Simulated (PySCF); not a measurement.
C4H8F2Si.
SMILES with atom numbers: `[F:1][C@@H:2]1[CH2:3][CH2:4][SiH2:5][C@@H:6]1[F:7]` (hydrogens: H8 on C2; H9, H10 on C3; H11, H12 on C4; H13, H14 on Si5; H15 on C6)

Method used: PBE0-D3(BJ)/def2-SVP geometry optimisation, gas phase in PySCF 2.14.0.

**Question.** List the bond lengths, angles and torsions at this level.

**Answer.** 
| bond | length (Å) | order |
| --- | --- | --- |
| F1–C2 | 1.384 | single |
| C2–C3 | 1.520 | single |
| C3–C4 | 1.543 | single |
| C4–Si5 | 1.902 | single |
| Si5–C6 | 1.923 | single |
| C6–F7 | 1.372 | single |
| C2–C6 | 1.521 | single |
| C2–H8 | 1.104 | single |
| C3–H9 | 1.101 | single |
| C3–H10 | 1.103 | single |
| C4–H11 | 1.101 | single |
| C4–H12 | 1.099 | single |
| Si5–H13 | 1.490 | single |
| Si5–H14 | 1.494 | single |
| C6–H15 | 1.107 | single |

Orders are formal, as drawn. A selection of angles:
| angle | degrees |
| --- | --- |
| F1–C2–C3 | 108.6 |
| F1–C2–C6 | 107.8 |
| F1–C2–H8 | 107.3 |
| C3–C2–C6 | 107.3 |
| C3–C2–H8 | 113.2 |
| C6–C2–H8 | 112.4 |
| C2–C3–C4 | 108.7 |
| C2–C3–H9 | 109.9 |
| C2–C3–H10 | 108.3 |
| C4–C3–H9 | 112.3 |
| C4–C3–H10 | 110.8 |
| H9–C3–H10 | 106.7 |
| C3–C4–Si5 | 104.5 |
| C3–C4–H11 | 110.1 |
| C3–C4–H12 | 112.2 |
| Si5–C4–H11 | 108.6 |
| Si5–C4–H12 | 114.3 |
| H11–C4–H12 | 107.1 |
| C4–Si5–C6 | 93.6 |
| C4–Si5–H13 | 114.1 |
| C4–Si5–H14 | 114.4 |
| C6–Si5–H13 | 112.7 |
| C6–Si5–H14 | 111.9 |
| H13–Si5–H14 | 109.3 |
| Si5–C6–F7 | 117.2 |
| Si5–C6–H15 | 109.2 |
| F7–C6–H15 | 108.6 |
| C2–C6–Si5 | 101.8 |
| C2–C6–F7 | 111.9 |
| C2–C6–H15 | 107.6 |

Torsions: F1–C2–C3–C4 -63° (synclinal); C2–C3–C4–Si5 -31° (synclinal); C3–C4–Si5–C6 4° (synperiplanar); C4–Si5–C6–F7 146° (anticlinal); F1–C2–C6–Si5 71° (synclinal).

The 5-membered ring C2–C3–C4–Si5–C6 has internal angles of 93.6° to 108.7° (sum 516°, against 540° for a flat polygon); it is puckered, 0.21 Å rms from its mean plane, widest ring torsion 53°. Si5 (SiH2 silicon) has angles from 93.6° to 114.4°. The 3 C–C bonds span 1.520 Å (C2–C3, drawn single) to 1.543 Å (C3–C4, drawn single), a spread of 0.023 Å. The 2 C–Si bonds span 1.902 Å (C4–Si5, drawn single) to 1.923 Å (Si5–C6, drawn single), a spread of 0.021 Å. Of the pairs four or more bonds apart, F1···H11 is among the closest relative to their van der Waals radii: 2.80 Å, 105 % of the sum of Bondi's values.

Point group: C1 (no symmetry element, even within 0.4 Å). Whether it is a minimum is left open (no frequencies). The numbers are those of one conformer.
